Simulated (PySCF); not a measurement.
Compound: Si₅H₁₂.
Bonds: Si1–Si2, Si2–Si3, Si3–Si4, Si3–Si5. Hydrogens: H6, H7, H8 on Si1; H9, H10 on Si2; H11 on Si3; H12, H13, H14 on Si4; H15, H16, H17 on Si5.

The same species was optimised twice, with GFN2-xTB and with PBE0-D3(BJ)/def2-SVP (PySCF), and the same property calculations (PySCF, gas phase) were run on both structures.

| coordinate | GFN2-xTB | PBE0-D3(BJ)/def2-SVP | change |
| --- | --- | --- | --- |
| Si1–Si2 (Å) | 2.313 | 2.345 | +0.032 |
| Si4–H12 (Å) | 1.464 | 1.495 | +0.031 |
| Si4–H13 (Å) | 1.465 | 1.496 | +0.031 |
| Si4–H14 (Å) | 1.466 | 1.495 | +0.029 |
| Si2–H9 (Å) | 1.474 | 1.497 | +0.023 |
| Si2–H10 (Å) | 1.474 | 1.498 | +0.024 |
| Si3–Si5 (Å) | 2.326 | 2.344 | +0.018 |
| Si3–Si4 (Å) | 2.328 | 2.344 | +0.016 |
| Si3–H11 (Å) | 1.485 | 1.499 | +0.014 |
| Si2–Si3 (Å) | 2.340 | 2.345 | +0.005 |
| Si1–Si2–Si3 (°) | 117.5 | 109.5 | -8.0 |
| H9–Si2–H10 (°) | 102.7 | 108.6 | +5.9 |
| Si2–Si3–Si4 (°) | 114.5 | 109.6 | -4.9 |
| Si2–Si3–H11 (°) | 104.9 | 109.2 | +4.3 |
| Si4–Si3–H11 (°) | 105.8 | 110.1 | +4.3 |
| Si5–Si3–H11 (°) | 105.7 | 109.4 | +3.7 |
| Si2–Si3–Si5 (°) | 112.1 | 108.7 | -3.4 |
| Si4–Si3–Si5 (°) | 112.8 | 109.9 | -2.9 |
| Si1–Si2–Si3–Si4 (°) | 159 | -178 | +23 |

Rotational constants: A = 1788, B = 731.1, C = 556.4 MHz (GFN2-xTB) against A = 1831, B = 784.0, C = 589.9 MHz (PBE0-D3(BJ)/def2-SVP). Point groups within 0.08 Å: C1 and C1. Atoms that the bonding makes alike are paired by their places after alignment. End groups have turned between the structures, so H6, H7, H8, H15, H16, H17 are left out of the comparison.

On the GFN2-xTB structure: HOMO (eV) -8.19 [PBE0/pcSseg-1]; LUMO (eV) -0.94 [PBE0/pcSseg-1]; dipole (D) 0.14 [PBE0/pcSseg-1]; GIAO shielding of Si1 (ppm) 464.8 [PBE0/pcSseg-1]; GIAO shielding of Si2 (ppm) 474.0 [PBE0/pcSseg-1]; GIAO shielding of Si3 (ppm) 495.1 [PBE0/pcSseg-1]; GIAO shielding of Si4/Si5 (mean) (ppm) 459.3 [PBE0/pcSseg-1].

Task: What do these properties become on the PBE0-D3(BJ)/def2-SVP structure?

Result: 
```tsv
property	level	on GFN2-xTB	on PBE0-D3(BJ)/def2-SVP	change
HOMO (eV)	PBE0/pcSseg-1	-8.19	-7.82	+0.37
LUMO (eV)	PBE0/pcSseg-1	-0.94	-0.49	+0.45
dipole (D)	PBE0/pcSseg-1	0.14	0.12	-0.02
energy, GFN2-xTB geometry as zero (kcal/mol)	PBE0/pcSseg-1	0.0	-4.7	-4.7
GIAO shielding of Si1 (ppm)	PBE0/pcSseg-1	464.8	457.0	-7.8
GIAO shielding of Si2 (ppm)	PBE0/pcSseg-1	474.0	464.2	-9.8
GIAO shielding of Si3 (ppm)	PBE0/pcSseg-1	495.1	483.6	-11.5
GIAO shielding of Si4/Si5 (mean) (ppm)	PBE0/pcSseg-1	459.3	453.5	-5.8
```

The heavy atoms differ by 0.242 Å rms after alignment (one structure mirrored). Among the bonds compared Si1–Si2, Si4–H12 and Si4–H13 change most and about equally (+0.031 to +0.032 Å). Changes are differences of the printed values. Neither structure is proved a minimum here.

The values belong to the conformer `[SiH3:1][SiH2:2][SiH:3]([SiH3:4])[SiH3:5]`: Si1–Si2–Si3–Si4 -178°.
